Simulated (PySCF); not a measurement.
Ligands exchanged one at a time, B CH3-NH2. Isolated molecules, 0 K electronic values unless said otherwise. Strings in code marks are SMILES.

The HOMO–LUMO gap from two functionals at the same geometries (B3LYP-D3(BJ)/def2-TZVP), both in PySCF: PBE-D3(BJ)/def2-TZVP and M06-2X/def2-TZVP. 

```tsv
species	PBE-D3(BJ)/def2-TZVP (eV)
0 of 3 CH3 replaced by NH2 (`CB(C)C`)	5.94
1 of 3 CH3 replaced by NH2 (`CB(N)C`)	6.78
2 of 3 CH3 replaced by NH2 (`CB(N)N`)	5.45
3 of 3 CH3 replaced by NH2	5.17
```

What does M06-2X/def2-TZVP give for each?


- 0 of 3 CH3 replaced by NH2 (`CB(C)C`): 10.53
- 1 of 3 CH3 replaced by NH2 (`CB(N)C`): 10.83
- 2 of 3 CH3 replaced by NH2 (`CB(N)N`): 9.58
- 3 of 3 CH3 replaced by NH2: 9.42
Over these rows, drawn at random from the members with no instability flagged (it was tested for open shells, ions and some series alone), PBE minus M06-2X: mean -4.26 eV, from -4.59 eV to -4.06 eV.
